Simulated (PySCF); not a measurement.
**Computed NMR parameters against published values**

Bonds (- single, = double, # triple, : aromatic): O1=C2 1.185 Å, C2-C3 1.509 Å, C3-C4 1.517 Å, C4-C5 1.509 Å, C5=O6 1.185 Å, C5-O7 1.377 Å, O7-C2 1.376 Å. C3 carries H8, H9; C4 carries H10, H11.

Measured values that the calculation should reproduce: δ 17O O1/O6 412.1; O7 337.1 ppm (measured; CH3CN; Olsson, Cremer, J. Phys. Chem. 1996, 100, 16881).
δ 17O O1/O6 412.1; O7 337.1 ppm (measured; solution, CH3CN; L. Olsson, D. Cremer, J. Phys. Chem. 100 (1996) 16881).

Level of theory: NMR shieldings at KT3/pcSseg-2/GIAO, PBE0-D3(BJ)/def2-TZVP geometry, in PySCF (single conformer, relativity neglected, rapidly exchanging positions averaged, no solvent model).

(1) What does the calculation give, and how does it compare?

(2) How far are the unscaled 17O shifts from the references?

Results:

(1) 
Reference values: measured (CH3CN; Olsson, Cremer, J. Phys. Chem. 1996, 100, 16881).
| atoms | quantity | reference | computed |
| --- | --- | --- | --- |
| O1/O6 | δ 17O vs H2O (gas) | 412.1 | 420.0 |
| O7 | δ 17O vs H2O (gas) | 337.1 | 357.8 |

Reference values: measured (solution, CH3CN; L. Olsson, D. Cremer, J. Phys. Chem. 100 (1996) 16881).
```tsv
atoms	quantity	reference	computed
O1/O6	δ 17O vs gaseous H2O	412.1	420.0
O7	δ 17O vs gaseous H2O	337.1	357.8
```

Computed shifts are σ(ref) − σ with the named reference compound (TMS for H and C) calculated as an isolated molecule at the same level. The measured values may be among those fitted. Shieldings were converted by a linear fit to measured shifts: 17O: δ = 285.30 − 1.036σ (rms 13.6 ppm, 78 shifts, 14.9 ppm with the 1 outlier that the fit left out vs liquid water, solution or neat liquid). Occasional misses reach two or three times the rms, and more in compound classes unlike the fitted ones.

(2) Mean signed difference +14.30 ppm, mean absolute 14.30 ppm over 4 comparisons; the largest is +20.7 ppm at O7 (ester alkoxy oxygen).
